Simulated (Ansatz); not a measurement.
Sn2Cl4, relaxed as a singlet with RKS PBE-D4/def2-SVP in Ansatz, starting from the GFN1-xTB geometry. Force threshold 0.02 eV/Å.

In the def2 sets Sn takes a core potential; there is no spin–orbit coupling. The structure comes from a short search, and lower isomers may exist.

Start:

```xyz
6

Sn    0.444   -0.501   -1.708
Sn   -0.472    0.510    1.735
Cl    0.129    1.706   -0.446
Cl   -0.086   -1.697    0.494
Cl   -2.841    0.556    1.369
Cl    2.825   -0.574   -1.443
```

```
         step  energy (eV)  largest force component (eV/Å)  SCF passes
            1  -61724.5927                           0.909          16
            2  -61724.6937                           0.528          18
            3  -61724.7452                           0.037          17
            4  -61724.7455                           0.007          20
            5  -61724.7456                           0.004          13
            6  -61724.7456                           0.006          13
            7  -61724.7458                           0.011          19
            8  -61724.7462                           0.073          18
            9  -61724.7475                           0.067          19
           10  -61724.7606                           0.083          20
           11  -61724.7673                           0.161          18
           12  -61724.7764                           0.318          20
           13  -61724.7932                           0.465          20
           14  -61724.8206                           0.081          19
           15  -61724.8213                           0.054          18
16 (rejected)  -61724.8186                           0.136          17
           17  -61724.8231                           0.012          19
```

Force components are those of the run's own axes.

End:

Cartesian coordinates in Å:
```
Sn 0.128 -0.412 -1.461
Sn -0.759 0.593 1.976
Cl 0.548 1.796 0.043
Cl 0.337 -1.571 0.973
Cl -2.705 0.312 0.517
Cl 2.451 -0.719 -2.048
```

By distances, no bond broke or formed. The bond that changes most is Sn1–Cl4, from 2.56 to 2.70 Å (atoms count from 1). The end is the same structure that another start reached, the lowest one found.

The force fell under the threshold at step 4, but the optimiser went on and released 0.078 eV more. No frequencies were taken in this run, so the end may be a saddle point.

Run time 17 s (4 threads of Arm Neoverse V2 on a shared host).
